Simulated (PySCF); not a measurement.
A structure optimised at PBE0-D3(BJ)/def2-SVP, used in a PySCF frequency run:

```xyz
5

F     -1.3731    -0.7928     1.2854
Ge     0.0000     0.0000     0.6525
F      1.3731    -0.7928     1.2854
F      0.0000     1.5855     1.2854
Br     0.0000     0.0000    -1.5881
```

Write its SMILES, formula and point group.

[F][Ge]([F])([F])[Br], BrF3Ge, C3v

What are its rotational constants (standard atomic weights)?

3.5271, 1.2696, 1.2696 GHz
